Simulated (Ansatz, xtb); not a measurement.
**Two structures of C4H8B2Cl2**

We compare I, a singlet given by its coordinates, with II, `B/C(=C/C)CB(Cl)Cl`, a singlet. Both are isolated molecules in the gas phase, relaxed with PBE-D3(BJ)/def2-SVP; the shapes shown needn't be the lowest conformers.

I (Å):

```yaml
atoms:
  - { symbol: C, position_ang: [-1.0144, 1.1717, 1.2059] }
  - { symbol: C, position_ang: [-0.3673, 1.2846, 2.4192] }
  - { symbol: C, position_ang: [-0.4262, 0.3899, 0.0573] }
  - { symbol: C, position_ang: [-0.9921, -1.0421, -0.0036] }
  - { symbol: B, position_ang: [-2.4291, 1.8406, 1.0010] }
  - { symbol: B, position_ang: [-1.1030, 2.0447, 3.4897] }
  - { symbol: Cl, position_ang: [-2.7314, 2.6659, 2.8973] }
  - { symbol: Cl, position_ang: [-0.6687, 2.4128, 5.1432] }
  - { symbol: H, position_ang: [-3.3941, 1.0980, 0.8837] }
  - { symbol: H, position_ang: [-2.4547, 2.8314, 0.2831] }
  - { symbol: H, position_ang: [0.6291, 0.8364, 2.5796] }
  - { symbol: H, position_ang: [-0.6540, 0.9063, -0.8998] }
  - { symbol: H, position_ang: [0.6800, 0.3468, 0.1530] }
  - { symbol: H, position_ang: [-0.7560, -1.6014, 0.9240] }
  - { symbol: H, position_ang: [-0.5586, -1.5967, -0.8597] }
  - { symbol: H, position_ang: [-2.0937, -1.0338, -0.1204] }
```

Close contacts (Å): C1–C2 1.38, C1–C3 1.51, C1–B5 1.58, C2–B6 1.51, C3–C4 1.54, B5–Cl7 2.09, B6–Cl7 1.84, B6–Cl8 1.75, C2–H11 1.10, C3–H12 1.11, C3–H13 1.11, C4–H14 1.11, C4–H15 1.11, C4–H16 1.11, B5–H9 1.22, B5–H10 1.22.

II (Å):

```csv
atom,x (Å),y (Å),z (Å)
C,1.1208,-0.4382,-0.5269
C,0.1193,0.3418,-1.0519
C,-0.1342,0.6959,-2.4780
C,2.2080,-1.0625,-1.4032
B,1.1260,-0.6384,1.0042
B,3.3509,0.0139,-1.4556
Cl,3.4375,1.1895,-2.7753
Cl,4.5259,0.1646,-0.1491
H,0.2757,-0.0841,1.6787
H,1.9473,-1.3545,1.5476
H,-0.6007,0.7582,-0.3241
H,0.5188,0.1608,-3.1920
H,0.0314,1.7857,-2.6316
H,-1.1974,0.5130,-2.7434
H,2.5771,-1.9927,-0.9289
H,1.8424,-1.2991,-2.4225
```

Estimate which is lower in electronic energy at CCSD(T)/def2-SVP + ΔMP2/def2-TZVPP, and by roughly how much.

The CCSD(T)/def2-SVP + ΔMP2/def2-TZVPP calculation puts structure I lower, by 4.3 kcal/mol.

The same difference at several levels:

```
                             level             geometry  E(II) − E(I) (kcal/mol)  departure from the last row (kcal/mol)  job, with rough time for the two
                          GFN2-xTB             GFN2-xTB                     +17.3                                   +13.0              optimisation, 0.54 s
                         HF/STO-3G             GFN2-xTB                      +7.3                                    +3.0              single point, 0.52 s
                r2SCAN-D4/def2-SVP             GFN2-xTB                      +5.2                                    +1.0               single point, 4.9 s
               PBE-D3(BJ)/def2-SVP  PBE-D3(BJ)/def2-SVP                      +7.6                                    +3.3                optimisation, 69 s
                       HF/def2-SVP  PBE-D3(BJ)/def2-SVP                      −2.9                                    −7.1           part of the CCSD(T) run
                      MP2/def2-SVP  PBE-D3(BJ)/def2-SVP                      +3.4                                    −0.8           part of the CCSD(T) run
                  CCSD(T)/def2-SVP  PBE-D3(BJ)/def2-SVP                      +3.2                                    −1.1                      single point
CCSD(T)/def2-SVP + ΔMP2/def2-TZVPP  PBE-D3(BJ)/def2-SVP                      +4.3                                                     single point, 2.1 min
```

HF/def2-SVP puts the two in the other order. The largest departure from CCSD(T)/def2-SVP + ΔMP2/def2-TZVPP is that of GFN2-xTB, 13.0 kcal/mol. The last row adds to CCSD(T) the change of the MP2 difference between the two basis sets, here +1.1 kcal/mol.

With thermal terms from frequencies at re-optimised GFN2-xTB minima (ideal gas, soft modes damped towards free rotors, one conformer each, 298.15 K, 1 atm): the zero-point term adds −1.8 kcal/mol; ΔH is +3.2 and ΔG +1.3 kcal/mol.

The correlated steps freeze 16 core orbitals. Run with Ansatz 0.2.0, xtb 6.7.1; the last row on 4 threads of Arm Neoverse V1 on a shared host.
